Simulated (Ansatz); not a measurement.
Reaction (ligand exchange at the Al–Se bond): `C/N=C\[Se][AlH2]` + `N=C=O` → `O=C=[N][AlH2]` + `C/N=C/[SeH]`

Gas-phase electronic energies from Ansatz, PBE0-D4/def2-TZVP geometries. CBS: MP2 limit from def2 TZ/QZ plus the TZ coupled-cluster correction, frozen cores. This one scheme is used for every species. Double bonds are as drawn, so ΔE can hold a change between cis and trans. DFT in def2-TZVPP. B3LYP here is the variant with VWN-RPA as its local correlation; programs differ in this. For Se outer-core shells are correlated without core-valence functions, which leaves a few kJ/mol of doubt a bond. Scalar relativity is left out up to krypton. Each species was taken in one conformer, which may not be the lowest.

`C/N=C\[Se][AlH2]`:

Z-matrix (Å, degrees):
```
C
N 1 1.433
H 1 1.092 2 108.7
H 1 1.094 2 108.7 3 -116.1
H 1 1.096 2 113.6 3 122.3
C 2 1.247 1 123.8 3 -136.0
Se 6 1.972 2 129.0 1 1.6
H 6 1.088 2 119.7 1 179.4
Al 7 2.310 6 97.3 2 -72.4
H 9 1.581 7 119.2 6 3.4
H 9 1.580 7 116.2 6 -176.6
```

`N=C=O`:

```xyz
4

N    -0.323    0.681   -0.134
C     0.353   -0.320   -0.121
O     1.076   -1.223   -0.214
H    -1.106    0.862    0.469
```

`O=C=[N][AlH2]`:

Cartesian coordinates in Å:
```
O -0.392 2.142 -1.909
C -0.236 1.281 -1.139
N -0.075 0.397 -0.349
Al 0.168 -0.914 0.814
H -0.541 -0.785 2.214
H 1.076 -2.122 0.369
```

`C/N=C/[SeH]`:

```xyz
9

C    -0.596    1.236    0.643
N     0.259    0.644   -0.353
C     0.352   -0.604   -0.387
Se    1.466   -1.442   -1.679
H    -1.093    0.499    1.290
H    -0.007    1.914    1.266
H    -1.359    1.842    0.147
H    -0.174   -1.289    0.291
H     1.152   -2.800   -1.217
```

Problem. Is it downhill or uphill in electronic energy at CCSD(T)/CBS, and by how much? (An estimate is asked.)

Solution. Computed: Downhill: ΔE = -5.9 kcal/mol.

Problem. What do these levels give: ωB97X-V, r2SCAN, B3LYP, MP2/def2-TZVPP, MP2/def2-QZVPP, HF/CBS(def2)? (An estimate is asked.)

Solution. Ansatz gave: ωB97X-V -8.0, r2SCAN -5.9, B3LYP -9.4, MP2/def2-TZVPP -7.0, MP2/def2-QZVPP -6.4, HF/CBS(def2) -14.2 kcal/mol.

Largest T1 diagnostic among the species: 0.018.

In def2-TZVPP, CCSD(T) changes the Hartree–Fock value by +6.6 kcal/mol (the triples alone add +1.5 kcal/mol) and MP2 by +6.8 kcal/mol. From PBE to PBE0 (25 % exact exchange), in def2-TZVPP and without D4, ΔE moves by −1.5 kcal/mol. The D4 term adds +2.1 kcal/mol with B3LYP and +1.1 kcal/mol with PBE0; it sums over pairs of atoms, weighted by their polarisabilities, and B3LYP, whose exchange is more repulsive, gets the larger term.
